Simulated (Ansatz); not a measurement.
```yaml
crystal:
  periodic: [false, false, false]
  atoms:
    - {symbol: F, position_ang: [2.156956, -1.357817, 0.281869]}
    - {symbol: Ga, position_ang: [1.378424, 0.176315, 0.517603]}
    - {symbol: F, position_ang: [0.352411, 0.472590, -1.082399]}
    - {symbol: Ga, position_ang: [-1.403969, -0.026494, -0.476608]}
    - {symbol: F, position_ang: [-1.653753, -1.635559, -1.079744]}
    - {symbol: F, position_ang: [-0.390932, -0.245668, 1.143937]}
    - {symbol: H, position_ang: [1.949168, 1.466408, 1.122526]}
    - {symbol: H, position_ang: [-2.388306, 1.150225, -0.427194]}
basis:
  gaussian: {orbitals: aug-cc-pVDZ}
hamiltonian: {xc: {name: RPBE}, dispersion: d3bjatm}
smearing: {width: 0.1}
output: {forces: true}
```

```sh
$ ansatz run in.yaml --threads 4 --pin off --events-out ev --progress --plain --max-ram 11315MiB
```

Shortened log:

```
Error: YAML parse error: error: line 15 column 1: unknown field `smearing`, expected one of crystal, accuracy, basis, kpoints, hamiltonian, magnetization, projection, total_charge, correlation, batch, efield, external_charges, scf, relax, neb, saddle, md, ramp, phonons, dielectric, real_time, elastic, magnetic_configurations, gw, evaluate, workflow, output, checkpoint, execution
13 |   gaussian: {orbitals: aug-cc-pVDZ}
14 | hamiltonian: {xc: {name: RPBE}, dispersion: d3bjatm}
15 | smearing: {width: 0.1}
16 | output: {forces: true}
```

Question: Something in this input is off. What?

Answer: The input holds a key that doesn't belong there. The input was rejected before any iteration.
